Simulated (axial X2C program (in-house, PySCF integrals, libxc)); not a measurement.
## Which molecule has these constants?

All values come from calculations with an in-house all-electron X2C program for linear molecules (integrals from PySCF), spin-free (one-electron X2C) or two-component (2c: spin–orbit coupling with atomic mean-field Coulomb and Gaunt terms, which also bring small scalar terms), in Dyall basis sets with cores contracted in-house; open shells are unrestricted.

A two-component PBE0 calculation in a Dyall 3-zeta basis gave Re = 2.023 Å, ωe = 623.2 cm⁻¹, Ω = 3/2.

Which molecule is it?
A. TiSe⁺
B. TiO⁺
C. TiS⁺

C. The others have TiO⁺ 1.556 Å and 1147.7 cm⁻¹ (Ω = 3/2); TiSe⁺ 2.171 Å and 416.5 cm⁻¹ (Ω = 3/2).

Each entry is the lowest single determinant of a limited PBE0 search at one distance. De goes to single-determinant-based atoms at the same level (for ions the charge split of lowest energy) and is withheld (n/a) where an atom does not fit its ground term or J level. Main or longest-lived isotopes. One determinant is a doubtful description, or other states lie close, for TiS⁺, TiO⁺, TiSe⁺; these need not be ground states, and all values refer to the states named. The functionals have no current term, which raises determinants with orbital currents.
